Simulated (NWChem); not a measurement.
System: C₃H₁₀Si; SMILES C[SiH](C)C

The following NWChem deck was run.

```
start job
memory heap 200 mb stack 900 mb global 1100 mb
geometry units angstroms noautosym nocenter noautoz
  Si     0.000000     0.000000     0.367857
  C     -1.217981     1.305708    -0.232791
  C      1.739767     0.401949    -0.232791
  C     -0.521786    -1.707657    -0.232791
  H      0.000000     0.000000     1.869456
  H     -1.248972     1.338840    -1.333887
  H     -2.237371     1.094283     0.126736
  H     -0.936087     2.307888     0.126717
  H      2.466733    -0.343269     0.126717
  H      1.783955     0.412222    -1.333887
  H      2.066362     1.390479     0.126736
  H     -0.534983    -1.751061    -1.333887
  H     -1.530646    -1.964619     0.126717
  H      0.171009    -2.484762     0.126736
end
basis spherical
  * library def2-svp
end
dft
  xc pbe0
  iterations 150
end
cosmo
  do_cosmo_smd true
  solvent toluene
end
task dft energy
```

NWChem printed, in part:

```
             Northwest Computational Chemistry Package (NWChem) 7.3.0
             --------------------------------------------------------

                             Geometry "geometry" -> ""
                             -------------------------

 Output coordinates in angstroms (scale by  1.889725989 to convert to a.u.)

  No.       Tag          Charge          X              Y              Z
 ---- ---------------- ---------- -------------- -------------- --------------
    1 Si                  14.0000     0.00000000     0.00000000     0.36785700
    2 C                    6.0000    -1.21798100     1.30570800    -0.23279100
    3 C                    6.0000     1.73976700     0.40194900    -0.23279100
    4 C                    6.0000    -0.52178600    -1.70765700    -0.23279100
    5 H                    1.0000     0.00000000     0.00000000     1.86945600
    6 H                    1.0000    -1.24897200     1.33884000    -1.33388700
    7 H                    1.0000    -2.23737100     1.09428300     0.12673600
    8 H                    1.0000    -0.93608700     2.30788800     0.12671700
    9 H                    1.0000     2.46673300    -0.34326900     0.12671700
   10 H                    1.0000     1.78395500     0.41222200    -1.33388700
   11 H                    1.0000     2.06636200     1.39047900     0.12673600
   12 H                    1.0000    -0.53498300    -1.75106100    -1.33388700
   13 H                    1.0000    -1.53064600    -1.96461900     0.12671700
   14 H                    1.0000     0.17100900    -2.48476200     0.12673600

 Effective nuclear repulsion energy (a.u.)     174.2739318115

                                 NWChem DFT Module
                                 -----------------

 Summary of "ao basis" -> "ao basis" (spherical)
 ------------------------------------------------------------------------------
       Tag                 Description            Shells   Functions and Types
 ---------------- ------------------------------  ------  ---------------------
 Si                         def2-svp                 8       18   4s3p1d
 C                          def2-svp                 6       14   3s2p1d
 H                          def2-svp                 3        5   2s1p

 in cosmo_initialize ...
 calling solv_data for solv:toluene

 solvent parameters
 solvname_short: toluene
 solvname_long:  toluene
 dielec:        2.3741
 dielecinf:     2.2383
 nonaqueous SMD model solvent descriptors
 dielec:        2.3741
 sola:          0.0000
 solb:          0.1400
 solc:          0.8570
 solg:         40.2000
 solh:          0.0000
 soln:          1.4961

          ---------------
          -cosmo- solvent
          ---------------
 Cosmo: York-Karplus, doi: 10.1021/jp992097l
 dielectric constant -eps-     =   2.37
 screen = (eps-1)/(eps    )    =   0.57879
 surface charge correction     = lagrangian

   van der Waals surface
 --------------------------

[...]

                                COSMO-SMD solvation results
                                ---------------------------

             internal energy in gas <Psi(g)|H|Psi(g)> =      -409.405704922898
         internal energy in solvent <Psi(s)|H|Psi(s)> =      -409.405629959241
                               delta internal energy  =         0.000074963657 (    0.05 kcal/mol)
   total free energy in solvent <Psi(s)|H+V/2|Psi(s)> =      -409.407108488687
 polarization energy contribution <Psi(s)|V/2|Psi(s)> =        -0.001478529446 (   -0.93 kcal/mol)
    total free energy in solvent including G(SMD-CDS) =      -409.407703100260
                       G(SMD-CDS) energy contribution =        -0.000594611574 (   -0.37 kcal/mol)
     1 M fixed-concentration free energy of solvation =        -0.001998177363 (   -1.25 kcal/mol)

                       DFT Final Molecular Orbital Analysis
                       ------------------------------------

 Vector   19  Occ=2.000000D+00  E=-3.181647D-01
              MO Center= -3.4D-04,  2.4D-04,  7.7D-01, r^2= 3.2D+00
   Bfn.  Coefficient  Atom+Function         Bfn.  Coefficient  Atom+Function
  ----- ------------  ---------------      ----- ------------  ---------------
    61      0.369994   5 H  s                10      0.255190   1 Si pz
    62      0.240147   5 H  s                13      0.167700   1 Si pz
     7     -0.143975   1 Si pz               24     -0.133164   2 C  pz
    38     -0.133096   3 C  pz               52     -0.133115   4 C  pz
    66      0.128001   6 H  s                86      0.127962  10 H  s

 Vector   20  Occ=2.000000D+00  E=-3.134763D-01
              MO Center= -2.3D-01, -4.9D-01, -6.3D-02, r^2= 3.4D+00
   Bfn.  Coefficient  Atom+Function         Bfn.  Coefficient  Atom+Function
  ----- ------------  ---------------      ----- ------------  ---------------
    51      0.359195   4 C  py                9     -0.261535   1 Si py
    54      0.215232   4 C  py               23      0.205081   2 C  py
    12     -0.158121   1 Si py                6      0.147180   1 Si py
    49      0.142277   4 C  s                36      0.140064   3 C  px
    76      0.126762   8 H  s                91      0.118943  11 H  s

 Vector   21  Occ=2.000000D+00  E=-3.134738D-01
              MO Center=  2.3D-01,  4.8D-01, -6.3D-02, r^2= 3.4D+00
   Bfn.  Coefficient  Atom+Function         Bfn.  Coefficient  Atom+Function
  ----- ------------  ---------------      ----- ------------  ---------------
    36      0.337680   3 C  px                8     -0.261537   1 Si px
    22      0.248170   2 C  px               39      0.201323   3 C  px
    23     -0.191674   2 C  py               11     -0.158143   1 Si px
     5      0.147182   1 Si px               25      0.143436   2 C  px
    71     -0.133676   7 H  s                81      0.131232   9 H  s

 Vector   22  Occ=0.000000D+00  E= 6.242990D-02
              MO Center= -1.5D-03, -1.8D-04, -4.0D-01, r^2= 8.5D+00
   Bfn.  Coefficient  Atom+Function         Bfn.  Coefficient  Atom+Function
  ----- ------------  ---------------      ----- ------------  ---------------
    21      1.498086   2 C  s                35      1.496082   3 C  s
    49      1.497860   4 C  s                 4     -0.710326   1 Si s
    72     -0.609883   7 H  s                77     -0.609578   8 H  s
    82     -0.609178   9 H  s                92     -0.609090  11 H  s
   102     -0.609763  13 H  s               107     -0.609570  14 H  s

 Vector   23  Occ=0.000000D+00  E= 8.356903D-02
              MO Center=  2.5D-01,  4.8D-02,  2.6D-01, r^2= 6.4D+00
   Bfn.  Coefficient  Atom+Function         Bfn.  Coefficient  Atom+Function
  ----- ------------  ---------------      ----- ------------  ---------------
    35      2.104869   3 C  s                11     -1.363531   1 Si px
    49     -1.082013   4 C  s                21     -1.020480   2 C  s
    87     -0.697668  10 H  s                82     -0.556014   9 H  s
    92     -0.556120  11 H  s                97      0.358365  12 H  s
    12     -0.339238   1 Si py               67      0.337941   6 H  s

 Vector   24  Occ=0.000000D+00  E= 8.359134D-02
              MO Center= -2.4D-01, -4.8D-02,  2.6D-01, r^2= 6.4D+00
   Bfn.  Coefficient  Atom+Function         Bfn.  Coefficient  Atom+Function
  ----- ------------  ---------------      ----- ------------  ---------------
    21      1.839958   2 C  s                49     -1.804537   4 C  s
    12     -1.363195   1 Si py               67     -0.609947   6 H  s
    97      0.598107  12 H  s                77     -0.490165   8 H  s
    72     -0.481903   7 H  s               107      0.481185  14 H  s
   102      0.472395  13 H  s                11      0.339286   1 Si px

     Multipole analysis of the density
     ---------------------------------

     L   x y z        total         alpha         beta         nuclear
     -   - - -        -----         -----         ----         -------
     0   0 0 0     -0.000000    -21.000000    -21.000000     42.000000

     1   1 0 0      0.000391      0.000196      0.000196      0.000000
     1   0 1 0      0.000161      0.000080      0.000080      0.000002
     1   0 0 1     -0.294043      0.242343      0.242343     -0.778730

     2   2 0 0    -26.046129   -106.464661   -106.464661    186.883192
     2   1 1 0     -0.001744     -0.000886     -0.000886      0.000028
     2   1 0 1     -0.000213     -0.000107     -0.000107     -0.000000
     2   0 2 0    -26.044730   -106.463985   -106.463985    186.883240
     2   0 1 1      0.001250      0.000627      0.000627     -0.000005
     2   0 0 2    -27.113085    -34.623857    -34.623857     42.134629
```

Level: PBE0/def2-SVP, SMD on the gas-phase geometry. Coordinates come from a PBE0/def2-SVP optimisation. Solvent: toluene.
